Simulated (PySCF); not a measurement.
# Reading the logs of faulty runs: BClGeH4O

All numbers below are calculated, not measured. They come from PySCF 2.14.0, an open-source quantum chemistry program, on an isolated molecule that a program drew, which may never have been made. The molecule is BClGeH4O (charge 0, singlet), drawn as the SMILES string `B[O][GeH2][Cl]`.

Each row is a Hartree-Fock (HF) and frozen-core CCSD(T) single point in the cc-pV(D+d)Z basis, meant for a local HF minimum. Run 1 is clean. Each other run has one planted mistake out of seven kinds, and not every kind appears here: one electron removed, one electron added, multiplicity raised by two, geometry at a saddle point, minimal basis STO-3G, one bond length entered in bohr, all coordinates scaled. The reference is restricted for singlets and unrestricted otherwise, and also for a bond in bohr. Adding or removing an electron swaps singlet and doublet. Electrons count all cores. HOMO and LUMO are orbital energies over both spins, the gradient is its largest component, and the lowest frequency (negative if imaginary) is given only where the gradient is small. Bond lengths are over the 7 bonds as drawn. T1 is the CCSD diagnostic: over 0.02 (restricted) or 0.045 (unrestricted) a single reference is doubtful. Germanium has the cc-pVDZ-PP basis, with a core potential (ECP10MDF) in place of its 10 inner electrons, and its 3s, 3p and 3d shells are frozen in CCSD(T).

Geometry of the clean run:
```xyz
8
BClGeH4O, angstrom
B    -2.1651    1.6624    0.5468
O    -1.7807    2.4658   -0.4672
Ge   -0.8003    2.0596   -1.8941
Cl   -2.0703    0.9947   -3.2768
H    -1.8154    0.5073    0.5846
H    -2.8529    2.1293    1.4138
H     0.3308    1.1295   -1.4961
H    -0.4042    3.3742   -2.5300
```

```
run,electrons,basis functions,<S^2>,HOMO (eV),LUMO (eV),gradient (hartree/bohr),lowest frequency (cm^-1),mean bond (Å),longest bond (Å),T1,HF (hartree),CCSD(T) (hartree),mistake
1,66,94,0.000,-11.93,3.10,1.5e-05,45,1.5322,2.158,0.0134,-854.85666,-855.41424,no fault
2,66,94,2.023,-5.83,-2.37,2.8e-02,-,1.5322,2.158,0.0191,-854.63475,-855.19905,multiplicity raised by two
3,66,94,0.874,-10.19,0.46,1.0e-02,-,1.7245,2.859,0.0347,-854.75054,-855.29486,one bond length entered in bohr
4,66,94,0.000,-11.94,3.58,1.0e-01,-,1.4096,1.986,0.0111,-854.79167,-855.33666,all coordinates scaled
5,65,94,0.775,-16.96,-8.32,1.1e-01,-,1.5322,2.158,0.0471,-854.47524,-855.01521,one electron removed
6,67,94,0.760,1.47,7.49,9.7e-02,-,1.5322,2.158,0.0463,-854.76897,-855.34857,?
```

**Which mistake was planted in run 6, and what did it cost?**

It counts 67 electrons, one more than the clean run, at the same geometry and basis. So the mistake is: one electron added. Subtracting run 1 and multiplying by 627.51 kcal/mol a hartree, the energy moved by 55.0 kcal/mol in HF and 41.2 kcal/mol in CCSD(T).

Cautions from the logs. Run 5: T1 is over the limit, so its CCSD(T) energy is less reliable; run 6: T1 is over the limit, so its CCSD(T) energy is less reliable and the HOMO is above zero, so the electron isn't bound and the energy depends on the basis.
